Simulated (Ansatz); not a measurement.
Program: Ansatz. Geometries: PBE0-D4/def2-TZVP. ΔE: electronic, gas phase. CCSD(T)/CBS is the MP2 limit (def2-TZVPP, def2-QZVPP) plus CCSD(T) − MP2 in def2-TZVPP, frozen cores. This one scheme is used for every species. Functionals use def2-TZVPP. B3LYP here is the variant with VWN-RPA as its local correlation; programs differ in this. Each species was taken in one conformer, which may not be the lowest.

Reaction (ligand exchange at a B–S bond): `SB1N[SiH2]1` + silanol → `[SiH3]OB1N[SiH2]1` + H₂S

```json
{"level": "B3LYP-D4", "ΔE (kcal/mol)": "-11.9", "difference from CCSD(T)/CBS": "-1.0"}
{"level": "ωB97X-V", "ΔE (kcal/mol)": "-11.2", "difference from CCSD(T)/CBS": "-0.3"}
{"level": "B2PLYP", "ΔE (kcal/mol)": "-11.3", "difference from CCSD(T)/CBS": "-0.4"}
{"level": "PBE", "ΔE (kcal/mol)": "-8.8", "difference from CCSD(T)/CBS": "2.1"}
{"level": "r2SCAN", "ΔE (kcal/mol)": "-10.2", "difference from CCSD(T)/CBS": "0.7"}
{"level": "PBE0", "ΔE (kcal/mol)": "-9.5", "difference from CCSD(T)/CBS": "1.4"}
{"level": "MP2/def2-TZVPP", "ΔE (kcal/mol)": "-10.0", "difference from CCSD(T)/CBS": "0.9"}
{"level": "MP2/def2-QZVPP", "ΔE (kcal/mol)": "-9.9", "difference from CCSD(T)/CBS": "1.0"}
{"level": "SCS-MP2/def2-QZVPP", "ΔE (kcal/mol)": "-11.0", "difference from CCSD(T)/CBS": "-0.1"}
{"level": "HF/CBS(def2)", "ΔE (kcal/mol)": "-15.2", "difference from CCSD(T)/CBS": "-4.3"}
{"level": "CCSD(T)/CBS", "ΔE (kcal/mol)": "-10.9", "difference from CCSD(T)/CBS": "0"}
```

Largest T1 diagnostic among the species: 0.014.

From PBE to PBE0 (25 % exact exchange), in def2-TZVPP and without D4, ΔE moves by −0.8 kcal/mol. In def2-TZVPP, CCSD(T) changes the Hartree–Fock value by +3.4 kcal/mol (the triples alone add +0.6 kcal/mol) and MP2 by +4.7 kcal/mol.
